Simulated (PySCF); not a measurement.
Below is a simulated gas-phase C 1s photoelectron spectrum of `CCCPCCOC`.

Every computed line was given a Gaussian of 1.0 eV full width at half maximum and an area set by the number of equivalent atoms; the highest printed point is 100. Method used: PySCF 2.14.0, delta-SCF UKS SCAN, pcX-2 on the ionised atom, pcseg-1 elsewhere, spin-free X2C.

binding energy (eV), intensity and a bar:
```
    288.7          0 
    288.8          0 
    288.9          1 
    289.0          1 
    289.1          2 #
    289.2          4 #
    289.3          7 ##
    289.4         12 ####
    289.5         19 ######
    289.6         28 ########
    289.7         39 ############
    289.8         52 ################
    289.9         66 ####################
    290.0         79 ########################
    290.1         90 ###########################
    290.2         97 #############################
    290.3        100 ##############################
    290.4         98 #############################
    290.5         91 ###########################
    290.6         81 ########################
    290.7         68 ####################
    290.8         55 ################
    290.9         43 #############
    291.0         33 ##########
    291.1         26 ########
    291.2         22 #######
    291.3         22 ######
    291.4         24 #######
    291.5         29 #########
    291.6         35 ###########
    291.7         41 ############
    291.8         47 ##############
    291.9         51 ###############
    292.0         52 ################
    292.1         51 ###############
    292.2         46 ##############
    292.3         40 ############
    292.4         33 ##########
    292.5         26 ########
    292.6         19 ######
    292.7         13 ####
    292.8          9 ###
    292.9          5 ##
    293.0          3 #
    293.1          2 #
    293.2          1 
    293.3          0 
    293.4          0 
    293.5          0
```

Task: Count the maxima, the lines and the sites behind this envelope.

Result: The curve has 2 maxima (at 290.3 and 292.0 eV). Under it lie 6 lines from 6 inequivalent carbon sites. At this width some lines have no maximum of their own.

Task: Decompose the envelope and assign each component. Numbering: `[CH3:1][CH2:2][CH2:3][PH:4][CH2:5][CH2:6][O:7][CH3:8]`.

Result: 
| position (eV) | relative area | line | atoms | environment |
| --- | --- | --- | --- | --- |
| 290.13 | 1 | C 1s | C3 | sp3 carbon bound to phosphorus |
| 290.29 | 1 | C 1s | C1 | methyl carbon |
| 290.32 | 1 | C 1s | C5 | sp3 carbon bound to phosphorus |
| 290.48 | 1 | C 1s | C2 | chain CH2 carbon |
| 291.98 | 1 | C 1s | C8 | methoxy carbon |
| 292.01 | 1 | C 1s | C6 | sp3 carbon bound to oxygen |

Task: What are the centre and the root-mean-square width of the whole band?

Result: The area-weighted mean of the lines is 290.87 eV. Their own spread about it is 0.80 eV (rms) and each Gaussian has σ = 1.0/2.355 = 0.42 eV; the variances add, which gives 0.91 eV.

Lowest listed C 1s: C3, bonded to C, 2 H and P. Highest, 1.88 eV above it: C6, bonded to O, C and 2 H. The widest gap between neighbouring values is 1.50 eV, between 290.48 and 291.98 eV. The values 290.29 and 290.32 eV; the values 291.98 and 292.01 eV lie too close for their order to be trusted.

Shake-up satellites, vibrational structure and lifetime widths aren't simulated. One conformer (not necessarily the lowest) at the PBE0-D3(BJ)/def2-SVP geometry, without solvent, vibrations or thermal averaging.
